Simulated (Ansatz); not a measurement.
Diatomic MgSi, multiplicity 3 (lowest of 2S+1 = 1, 3 at CCSD(T)/def2-TZVPP on PBE0 minima; our sources give no spin for the ground state, which may be another). The T1 diagnostic near the minimum is 0.057, so single-reference values are doubtful.

D_e counts from the fitted minimum to each atom's lowest state at the same level, without counterpoise.

Correlated levels freeze the inner cores; with def2 sets outer-core shells near the valence are correlated too.

Programs: Ansatz (Gaussian basis) for Hartree–Fock, density functionals and correlated methods. 

PBE/def2-TZVPP gives 29.32 kcal/mol for the bond energy D_e.

How do the other levels lie against it? Give each less PBE: r2SCAN/def2-TZVPP, PBE0/def2-TZVPP, wB97M-V/def2-TZVPP, B2PLYP/def2-TZVPP.

r2SCAN/def2-TZVPP 1.34; PBE0/def2-TZVPP -2.79; wB97M-V/def2-TZVPP -10.17; B2PLYP/def2-TZVPP -9.57 kcal/mol. 1 of 4 lie above PBE; the widest gap is to wB97M-V/def2-TZVPP.

Doubts at one or more of the structures used: a spin-contaminated determinant (r2SCAN/def2-TZVPP, PBE0/def2-TZVPP, B2PLYP/def2-TZVPP).

Ansatz is a quantum-chemistry and plane-wave program.
